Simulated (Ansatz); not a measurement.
Consider the substitution at a C–Ge bond: `C[C](=N)[GeH3]` + `C=N` → `C=NC(C)=N` + GeH₄.

Isolated molecules relaxed with PBE0-D4/def2-TZVP in Ansatz; ΔE leaves out vibrations. CBS: MP2 limit from def2 TZ/QZ plus the TZ coupled-cluster correction, frozen cores. This one scheme is used for every species. DFT in def2-TZVPP. For Ge outer-core shells are correlated without core-valence functions, which leaves a few kJ/mol of doubt a bond. Scalar relativity is left out up to krypton. One conformer a species, not always the lowest.

`C[C](=N)[GeH3]`:

Cartesian coordinates in Å:
```
C -0.742 0.593 1.242
C -0.214 -0.445 0.303
N -0.431 -1.670 0.543
Ge 0.806 0.186 -1.276
H 0.077 1.199 1.643
H -1.280 0.118 2.063
H -1.413 1.279 0.715
H -0.022 -2.278 -0.167
H 2.048 0.981 -0.838
H -0.066 1.096 -2.157
H 1.235 -1.058 -2.072
```

`C=N`:

Z-matrix (Å, degrees):
```
C
N 1 1.261
H 1 1.096 2 124.9
H 1 1.092 2 118.8 3 -180.0
H 2 1.021 1 111.0 3 -0.0
```

`C=NC(C)=N`:

Z-matrix (Å, degrees):
```
C
C 1 1.493
H 1 1.088 2 109.5
H 1 1.092 2 110.0 3 121.0
H 1 1.094 2 110.4 3 -121.0
N 2 1.404 1 113.8 3 -176.3
N 2 1.268 1 121.5 3 -0.5
C 6 1.259 2 120.1 1 -112.2
H 7 1.020 2 110.6 1 -178.3
H 8 1.096 6 123.1 2 2.0
H 8 1.089 6 119.3 2 -177.9
```

GeH₄:

```xyz
5

Ge    0.000    0.000    0.000
H     1.469   -0.281    0.342
H    -0.215    1.514   -0.127
H    -0.899   -0.552    1.114
H    -0.355   -0.680   -1.329
```

(1) Is it downhill or uphill in electronic energy at CCSD(T)/CBS, and by how much? (Best estimate.)

(2) What do these levels give: r2SCAN-D4, HF/def2-TZVPP, HF/def2-QZVPP, SCS-MP2/def2-QZVPP, HF/CBS(def2), MP2/CBS(def2)? (Best estimate.)

Largest T1 diagnostic among the species: 0.013.

Results:

(1) Ansatz gave: Downhill: ΔE = -6.5 kJ/mol.

(2) Ansatz gave: r2SCAN-D4 -20.7, HF/def2-TZVPP -19.2, HF/def2-QZVPP -19.9, SCS-MP2/def2-QZVPP -9.3, HF/CBS(def2) -20.0, MP2/CBS(def2) -8.7 kJ/mol.

In def2-TZVPP, CCSD(T) changes the Hartree–Fock value by +10.6 kJ/mol (the triples alone add −0.2 kJ/mol) and MP2 by +8.4 kJ/mol.
